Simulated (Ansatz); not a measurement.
`[SiH3]/C=C/[SiH3]` + `OBCl` → `[SiH3]OBCl` + `C=C[SiH3]` at 600 K and 1 bar (ligand exchange at the Si–C bond).

Program: Ansatz. Geometries: PBE0-D4/def2-TZVP. ΔE: electronic, gas phase. CCSD(T)/CBS adds triple-zeta CCSD(T) − MP2 to the extrapolated MP2 energy (def2 sets, frozen cores). This one scheme is used for every species. Each species was taken in one conformer, which may not be the lowest.

```csv
species,CCSD(T)/CBS energy (Eh),H − E (kJ/mol),S (J/(mol·K))
`[SiH3]/C=C/[SiH3]`,-659.04033,281.3,438.6
`OBCl`,-561.03999,107.2,308.7
`[SiH3]OBCl`,-851.35221,166.6,398.1
`C=C[SiH3]`,-368.76077,221.4,355.7
```

H − E and S are ideal-gas, rigid-rotor, harmonic terms from PBE0-D4/def2-TZVP, for one conformer and one mirror image of each species. 1 Eh = 2625.50 kJ/mol, R = 8.31446 J/(mol·K).

Task: By hand: ΔE, ΔH, ΔS and ΔG.

Result: ΔE = (-851.35221) + (-368.76077) − (-659.04033) − (-561.03999) = -0.03266 Eh = -85.7 kJ/mol. Δ(H − E) = 166.6 + 221.4 − 281.3 − 107.2 = -0.5, so ΔH = -86.2 kJ/mol. ΔS = 398.1 + 355.7 − 438.6 − 308.7 = 6.5 J/(mol·K). ΔG = -86.2 − 600 × (6.5)/1000 = -90.1 kJ/mol.

Task: By hand: the equilibrium constant, and the temperature at which ΔG would vanish if ΔH and ΔS stayed fixed.

Result: log₁₀ K = −ΔG/(RT ln 10) = 7.8. ΔH and −TΔS have one sign here, so there is no such temperature.

The number of gas molecules stays the same, so ΔS is small and ΔH decides. A doubt of 5 kJ/mol in ΔE shifts log₁₀ K by 0.4 here. Other conformers and mirror images would add mixing entropy, several J/(mol·K) or more a flexible species. These are equilibria of isolated gas molecules and say nothing of rates. Largest T1 diagnostic: 0.012 (customary marks: 0.02 for closed shells, 0.045 for open ones).

ΔS is within the doubt of such terms, so its sign, and with it that verdict, could turn.
